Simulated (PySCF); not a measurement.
Peak assignment

Mapped SMILES: `[CH3:1][NH:2][P:3]1(=[NH:4])[CH2:5][CH2:6][PH:7][CH2:8][CH2:9]1`; H(Xn) means a hydrogen on atom n.

PySCF 2.14 calculation with shielding tensors at PBE0/pcSseg-1 (GIAO) and geometry from GFN2-xTB; non-relativistic, one computed conformer, no solvent, one averaged value for each set of equivalent atoms.

References, each an isolated molecule treated in the same way: TMS for 13C (σ = 186.93 ppm) and 1H (σ = 31.72 ppm).

Question: Assign these signals to the numbered atoms. 13C{1H} NMR (computed): δ 37.9, 29.4, 20.2.

Answer: 
| δ (ppm) | atoms | environment | reason |
| --- | --- | --- | --- |
| 37.9 | C5/C9 | sp3 CH2 bonded to P | – |
| 29.4 | C1 | methyl carbon bonded to N | pulled downfield by the heteroatom |
| 20.2 | C6/C8 | sp3 CH2 bonded to P | – |

Question: Assign these signals to the numbered atoms. 1H NMR (400 MHz, computed): δ 2.94 (m, 1H), 2.65 (m, 3H), 2.35 (m, 2H), 1.98 (m, 2H), 1.79 (m, 2H), 1.73 (m, 2H), 0.81 (br s, 1H), 0.09 (br s, 1H).

Answer: 
2.94 → H(P7), hydrogen on a phosphorus bonded to 2 C, in a 6-membered ring
2.65 → H(C1), hydrogen on a methyl carbon bonded to N: its carbon carries N, an electronegative neighbour
2.35 → Hb(C6)/Hb(C8), hydrogen on an sp3 CH2 bonded to P
1.98 → Ha(C5)/Hb(C9), hydrogen on an sp3 CH2 bonded to P
1.79 → Ha(C6)/Ha(C8), hydrogen on an sp3 CH2 bonded to P
1.73 → Hb(C5)/Ha(C9), hydrogen on an sp3 CH2 bonded to P
0.81 → H(N2), hydrogen on a nitrogen bonded to C, P: exchangeable; this is the value without hydrogen bonding to other molecules
0.09 → H(N4), hydrogen on a nitrogen bonded to P: exchangeable, gas-phase position

Ha(C6)/Ha(C8) and Hb(C5)/Ha(C9) lie closer than the usual error of such a calculation, so a measured spectrum could show them in the other order.

The OH or NH signal is concentration- and solvent-dependent in practice; the value given is the gas-phase one. Splittings by 31P in the carbon and heteronuclear signals aren't shown, as no couplings were computed. Shifts are as computed. Against solution values, carbons near 30 ppm lie about +3 ppm off and those near 130 ppm about +5 ppm. Of 1211 compounds with measured shifts, 218 miss one by over three times the rms of a fit or turn the order of signals round; such compounds aren't used in these exercises. No couplings were computed; multiplicities are counted from neighbouring protons, with m where these are inequivalent, close in shift, in a saturated or five-membered ring or joined by F or P, and br s for small geminal =CH2 splittings.
